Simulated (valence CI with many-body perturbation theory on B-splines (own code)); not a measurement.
## Which ion has this spectrum?

A relativistic CI+MBPT calculation for an atom or ion with 14 electrons gives these levels (eV):

```
J  Parity       E     g
0    even    0.00      
1    even  450.46  1.49
2    even  460.30  1.16
2     odd  634.55  1.51
1     odd  663.41  1.05
2     odd  685.79  0.75
1     odd  733.74  0.88
2     odd  810.72  1.28
3     odd  812.19  1.10
1    even  874.49  0.45
2    even  882.40  1.12
2    even  918.53  1.31
0    even  940.20      
3    even  994.19  1.34
```

The energies are calculated, and their last digits are not significant.

Question: Which is it?
A. Au65+
B. Pt64+
C. Ir63+
D. Re61+

Answer: B. Pt64+, ground level (3s^2 3p1/2^2) J=0.
